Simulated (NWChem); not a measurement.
Species: C₄H₃Br; SMILES C(C(=C)Br)#C

Program: NWChem. Geometry: optimised at PBE0/def2-SVP. Level: M05-2X/def2-SVP with SMD (1 M gas to 1 M solution), gas-phase geometry.

Problem. Among these, which solvent gives the highest value of “cavity-dispersion-structure term (kcal/mol)”?
A. 1-propanol
B. 2-propanol
C. n-hexane
D. water

Solution. D, water. Values: n-hexane -2.0; 2-propanol 0.3; 1-propanol 0.5; water 3.9
